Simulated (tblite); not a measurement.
Species: C₅H₁₂OSi.
Numbering: `[CH3:1][SiH2:2][CH2:3][CH2:4][C:5]([CH3:6])=[O:7]` (hydrogens: H8, H9, H10 on C1; H11, H12 on Si2; H13, H14 on C3; H15, H16 on C4; H17, H18, H19 on C6)

Computed with GFN2-xTB (tblite), gas phase: L-BFGS steps from a force-field or distance-geometry start until the largest atomic force falls under 0.01 eV/Å.

Step 61: E = -614.9660 eV
```
atom  x, y, z in Å  |  force x, y, z in eV/Å
C1      2.3313    0.7159    0.7404   -0.003  -0.022  -0.024
Si2     1.7613   -0.9901    0.1124   -0.015  -0.007   0.008
C3      0.4579   -0.6653   -1.2459    0.028  -0.018   0.006
C4     -0.6772    0.2608   -0.8255    0.009  -0.023   0.000
C5     -1.6024   -0.3567    0.1961   -0.008   0.020  -0.009
C6     -2.7352    0.5479    0.6250   -0.010   0.011   0.001
O7     -1.4553   -1.4674    0.6371    0.025  -0.006   0.010
H8      2.4445    1.4192   -0.0802    0.027   0.033  -0.002
H9      1.6225    1.1408    1.4453   -0.020   0.004   0.011
H10     3.2876    0.6510    1.2474    0.023  -0.018   0.021
H11     1.2603   -1.7876    1.2296   -0.011   0.002  -0.018
H12     2.8929   -1.6837   -0.5289   -0.043   0.034   0.014
H13     0.0300   -1.6111   -1.5769    0.000  -0.009  -0.001
H14     0.9522   -0.2224   -2.1128    0.013  -0.019  -0.019
H15    -0.2807    1.1893   -0.4069   -0.035   0.014  -0.027
H16    -1.2890    0.5304   -1.6930    0.012   0.020   0.004
H17    -3.1143    1.1231   -0.2145   -0.018   0.011  -0.005
H18    -2.3579    1.2457    1.3709    0.013  -0.001   0.015
H19    -3.5385   -0.0306    1.0727    0.014  -0.026   0.014
```

Step 62: E = -614.9665 eV
```
atom  x, y, z in Å  |  force x, y, z in eV/Å
C1      2.3305    0.7159    0.7407    0.004  -0.020  -0.005
Si2     1.7602   -0.9905    0.1128   -0.022   0.027   0.004
C3      0.4589   -0.6638   -1.2468    0.014  -0.017   0.011
C4     -0.6785    0.2596   -0.8276   -0.007  -0.021   0.017
C5     -1.6013   -0.3574    0.1969   -0.025   0.028   0.002
C6     -2.7344    0.5489    0.6262    0.007  -0.008   0.002
O7     -1.4532   -1.4675    0.6394    0.022   0.018   0.001
H8      2.4530    1.4176   -0.0801    0.022   0.024   0.004
H9      1.6184    1.1452    1.4405   -0.010  -0.005  -0.005
H10     3.2832    0.6479    1.2555    0.010  -0.015   0.013
H11     1.2623   -1.7900    1.2283   -0.023  -0.005  -0.001
H12     2.8889   -1.6840   -0.5299   -0.017   0.024   0.003
H13     0.0326   -1.6096   -1.5794    0.001  -0.015  -0.007
H14     0.9545   -0.2188   -2.1116    0.014  -0.019  -0.026
H15    -0.2856    1.1908   -0.4120   -0.027   0.015  -0.024
H16    -1.2937    0.5258   -1.6937    0.019   0.014  -0.005
H17    -3.1139    1.1225   -0.2156   -0.011  -0.005   0.033
H18    -2.3550    1.2471    1.3720   -0.003  -0.017  -0.013
H19    -3.5369   -0.0304    1.0765    0.031  -0.004  -0.004
```

Step 63: E = -614.9670 eV
```
atom  x, y, z in Å  |  force x, y, z in eV/Å
C1      2.3312    0.7157    0.7416    0.010  -0.012   0.006
Si2     1.7581   -0.9898    0.1141   -0.026   0.041  -0.002
C3      0.4599   -0.6626   -1.2475   -0.007  -0.008   0.007
C4     -0.6801    0.2587   -0.8303   -0.017  -0.010   0.019
C5     -1.6003   -0.3571    0.1974   -0.024   0.026   0.005
C6     -2.7343    0.5492    0.6266    0.016  -0.020   0.004
O7     -1.4493   -1.4660    0.6427    0.016   0.033  -0.002
H8      2.4578    1.4187   -0.0776    0.016   0.015   0.002
H9      1.6200    1.1469    1.4414   -0.008  -0.009  -0.009
H10     3.2830    0.6440    1.2574    0.010  -0.014   0.015
H11     1.2622   -1.7911    1.2281   -0.031  -0.008   0.013
H12     2.8833   -1.6850   -0.5300    0.007   0.015  -0.006
H13     0.0351   -1.6086   -1.5814    0.003  -0.013  -0.010
H14     0.9571   -0.2160   -2.1107    0.010  -0.022  -0.024
H15    -0.2914    1.1937   -0.4190   -0.017   0.009  -0.020
H16    -1.2984    0.5209   -1.6957    0.026   0.005  -0.011
H17    -3.1140    1.1224   -0.2160   -0.007  -0.013   0.053
H18    -2.3543    1.2468    1.3732   -0.010  -0.020  -0.027
H19    -3.5356   -0.0315    1.0779    0.034   0.006  -0.013
```

Q: Estimate the geometry and energy of step 64. (The exact step hangs on the optimiser's Hessian estimate; all steps are aligned on step 63, rigid shifts and turns removed.)

A: E = -614.9676 eV, largest force 0.060 eV/Å
```
atom  x, y, z in Å  |  force x, y, z in eV/Å
C1      2.3319    0.7155    0.7430    0.023   0.008   0.020
Si2     1.7552   -0.9882    0.1157   -0.026   0.036  -0.007
C3      0.4608   -0.6609   -1.2482   -0.032   0.007  -0.006
C4     -0.6826    0.2579   -0.8338   -0.020   0.006   0.008
C5     -1.5990   -0.3563    0.1979   -0.009   0.015   0.005
C6     -2.7335    0.5489    0.6272    0.018  -0.024   0.007
O7     -1.4436   -1.4633    0.6465    0.008   0.040  -0.002
H8      2.4656    1.4206   -0.0740    0.006  -0.004   0.005
H9      1.6206    1.1493    1.4417   -0.001  -0.013  -0.016
H10     3.2822    0.6381    1.2613    0.002  -0.010   0.016
H11     1.2623   -1.7923    1.2284   -0.038  -0.005   0.021
H12     2.8756   -1.6868   -0.5312    0.028   0.011  -0.010
H13     0.0382   -1.6076   -1.5838    0.007  -0.007  -0.010
H14     0.9608   -0.2132   -2.1097   -0.002  -0.026  -0.015
H15    -0.2990    1.1982   -0.4290   -0.006  -0.005  -0.015
H16    -1.3043    0.5143   -1.6989    0.032  -0.006  -0.015
H17    -3.1147    1.1218   -0.2151   -0.006  -0.014   0.058
H18    -2.3531    1.2457    1.3742   -0.009  -0.011  -0.028
H19    -3.5330   -0.0327    1.0801    0.024   0.003  -0.015
```

The energy changes by -0.0006 eV. The first-order estimate −F·Δx gives -0.0008 eV and the mean of the old and new forces, exact on a quadratic surface, -0.0006 eV. The step makes an angle of 76° with the force vector and moves no atom by more than 0.013 Å.

What follows is the cost of the whole relaxation. Time: 0.59 s. Hardware: an Arm Neoverse V1 with one thread, shared host with 32 logical CPUs at a one-minute load of 9.4.
